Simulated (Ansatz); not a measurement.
Geometry optimisation, RKS r2SCAN/def2-SVP (Ansatz 0.2.0).

input.yaml

```yaml
crystal:
  periodic: [false, false, false]
  atoms:
    - { symbol: "N", position_ang: [-1.6598, 0.3712, 0.1428] }
    - { symbol: C, position_ang: [-0.7434, -0.0756, 1.0973] }
    - { symbol: Ga, position_ang: [1.2537, 0.0796, -0.0453] }
    - { symbol: "N", position_ang: [1.3416, -1.3312, -1.0299] }
    - { symbol: O, position_ang: [1.7252, 1.2714, 0.348] }
    - { symbol: H, position_ang: [-1.408, 1.3942, -0.1456] }
    - { symbol: H, position_ang: [-1.589, -0.1754, -0.7201] }
    - { symbol: H, position_ang: [-0.7362, 0.5714, 2.0073] }
    - { symbol: H, position_ang: [-0.9731, -1.106, 1.4122] }
    - { symbol: H, position_ang: [0.8832, -0.7234, -1.7514] }
    - { symbol: H, position_ang: [0.5821, -2.1295, -0.8879] }
    - { symbol: H, position_ang: [1.4007, 1.7982, -0.3934] }
basis:
  gaussian: { orbitals: def2-SVP }
hamiltonian:
  xc: r2scan
relax:
  f_tol: 0.015
  max_steps: 40
output:
  orbitals: {}
```

Launched with:

```bash
$ ansatz run input.yaml --threads 2 --pin off --max-ram 3072MiB --backend cpu --events-out ev --progress --plain --runs-dir out
```

Question: Where does it end, and by what steps?

Answer: The run converged. The force dipped under the threshold on the way, but the program's further checks kept it going. After 34 steps the energy has fallen by 9.247 eV; H10 moved furthest, 1.78 Å. The start is strongly strained (largest force component 35 eV/Å), so its close contacts needn't be bonds. Parted: Ga3–H12.

```
step  energy less start (eV)  largest force component (eV/Å)  accepted
   0                  0.0000                          34.890       yes
   2                 -8.2725                           2.403       yes
   4                 -8.8031                           0.514       yes
   6                 -8.9602                           0.662       yes
   8                 -9.1339                           0.574       yes
  10                 -9.0802                           2.017        no
  12                 -9.1960                           0.065       yes
  14                 -9.2042                           0.136       yes
  16                 -9.2129                           0.180       yes
  18                 -9.2033                           0.443        no
  20                 -9.2284                           0.072       yes
  22                 -9.2342                           0.111       yes
  24                 -9.2394                           0.110       yes
  26                 -9.2432                           0.119       yes
  28                 -9.2454                           0.063       yes
  30                 -9.2464                           0.029       yes
  32                 -9.2468                           0.025       yes
  34                 -9.2470                           0.013       yes
```

```xyz
12
Properties=species:S:1:pos:R:3
N -1.838 0.953 0.963
C -1.083 -0.298 0.859
Ga 0.525 -0.176 -0.294
N 1.792 -1.377 -0.800
O 0.707 1.496 -0.942
H -1.223 1.695 1.300
H -2.111 1.265 0.030
H -0.787 -0.630 1.869
H -1.749 -1.096 0.486
H 2.574 -1.172 -1.414
H 1.796 -2.350 -0.516
H 1.475 1.635 -1.508
```

The run took 3 min on 2 threads of Arm Neoverse V1, with other jobs on the host, peak memory 0.2 GiB.
